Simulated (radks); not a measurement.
Values are calculated unless marked as measured or tabulated.
All-electron atom: Pt2+ in [Xe] 4f14 5d8.

Code: a radial shooting solver on a logarithmic mesh with Libxc functionals. Model: scalar-relativistic Kohn-Sham, PBE, spin-polarised, spherical densities, finite nucleus; open shells are filled with parallel spins first (spin-orbit coupling, left out, can overturn this in heavy ions); Fermi nuclear charge, rms radius 5.427 fm.

Energy parts (Ry):
total: -36817.2664
kinetic: 41040.3216
electron-nucleus: -91357.2707
Hartree: 14206.7601
exchange-correlation: -707.0773

Orbitals (lengths in bohr, moments of r in powers of bohr; r(max) is where P^2 peaks):
orbital,occ.,eigenvalue (Ry),<r>,r(max),<r^2>
1s down,1,-5763.591,0.01715,0.01062,0.0004062
1s up,1,-5763.591,0.01715,0.01062,0.0004062
2s up,1,-1013.858,0.07236,0.06123,0.006203
2s down,1,-1013.848,0.07236,0.06123,0.006203
2p up,3,-879.1418,0.06523,0.05059,0.005202
2p down,3,-879.1336,0.06523,0.05059,0.005202
3s up,1,-239.3325,0.1871,0.1726,0.04005
3s down,1,-239.3288,0.1871,0.1726,0.04004
3p up,3,-200.0792,0.1882,0.1717,0.04106
3p down,3,-200.0751,0.1882,0.1717,0.04106
3d up,5,-157.4378,0.1704,0.1398,0.03401
3d down,5,-157.4305,0.1704,0.1398,0.03401
4s up,1,-52.64080,0.4151,0.3899,0.1945
4s down,1,-52.63110,0.4151,0.3899,0.1945
4p up,3,-39.76214,0.4419,0.4100,0.2219
4p down,3,-39.75319,0.4419,0.4100,0.2219
4d up,5,-24.09970,0.4682,0.4181,0.2534
4d down,5,-24.08932,0.4681,0.4182,0.2533
5s up,1,-9.04952,0.9528,0.8698,1.019
5s down,1,-8.97842,0.9505,0.8682,1.014
4f up,7,-6.70018,0.5165,0.3850,0.3252
4f down,7,-6.68445,0.5155,0.3850,0.3236
5p up,3,-5.68821,1.101,0.9784,1.371
5p down,3,-5.59916,1.098,0.9760,1.364
5d up,5,-1.94747,1.552,1.246,2.815
5d down,3,-1.84748,1.563,1.243,2.867

The highest occupied level is 5d down at -25.136 eV. The spin density at the nucleus is -10.96 e/bohr^3 (1s -0.10, 2s -1.23, 3s 0.05, 4s 1.42, 5s -11.09). Summed over all electrons, <r^2> = 42.42 bohr^2, which gives a Langevin (diamagnetic) susceptibility term of -33.6 x 10^-6 cm^3/mol. Spin moment in Bohr magnetons: 2. The electron density at the nucleus is 2.116e+06 e/bohr^3 (large components only). For comparison, the ionisation energy in NIST's Atomic Spectra Database is 29 eV (theoretical). In exact Kohn-Sham theory the highest level is minus the ionisation energy, but local and semilocal functionals leave it too shallow, through self-interaction and a potential that decays too fast; potentials with the right tail come closer. The density falls to 0.001 e/bohr^3 at r = 3.56 bohr.
